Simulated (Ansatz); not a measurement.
Reaction: BNH2 (iminoborane, SMILES B=N) → BNH (SMILES [B]=N, doublet) + H (doublet) (the B-H bond breaks)
Each species at its own B3LYP-D3(BJ)/def2-TZVP minimum (Ansatz, a quantum-chemistry and plane-wave program).

Total energies in hartree (Ansatz). UHF or UKS for unpaired electrons; spin-orbit terms are left out. Cores are frozen in correlated methods. No relativity. Where a partner has so few electrons that a lower coupled-cluster level is exact, that level stands in. The UHF reference of HBN ([B]=N, doublet) is spin-contaminated (<S^2> up to 0.10 over the pure value in the sets run).

```tsv
species	HF/cc-pVTZ	CCSD(T)/cc-pVTZ	HF/cc-pVQZ	CCSD(T)/cc-pVQZ	CCSDT(Q)/cc-pVQZ
1: BNH2 (SMILES B=N)	-80.32613	-80.65587	-80.33254	-80.68038	-80.68148
2: BNH (SMILES [B]=N, doublet)	-79.67945	-79.97170	-79.68557	-79.99468	-79.99623
3: H (doublet)	-0.49981	-0.49981	-0.49995	-0.49995	-0.49995
```

Question: Work out the bond dissociation energy (electronic) in kJ/mol: take Hartree-Fock from cc-pVQZ, extrapolate the CCSD(T) correlation energy as X^-3 (X = 3, 4), and add CCSDT(Q) - CCSD(T) in cc-pVQZ. 1 hartree = 2625.5 kJ/mol.

Answer: 
Species 1: correlation (64·(-0.34784) - 27·(-0.32974))/37 = -0.36105; step -0.00110; E1 = -80.33254 + (-0.36105) + (-0.00110) = -80.69469
Species 2: correlation (64·(-0.30911) - 27·(-0.29225))/37 = -0.32141; step -0.00155; E2 = -79.68557 + (-0.32141) + (-0.00155) = -80.00853
Species 3: correlation (64·(0.00000) - 27·(0.00000))/37 = 0.00000; step +0.00000; E3 = -0.49995 + (0.00000) + (+0.00000) = -0.49995
-1·E1 +1·E2 +1·E3 = 0.18621 hartree = 488.9 kJ/mol.
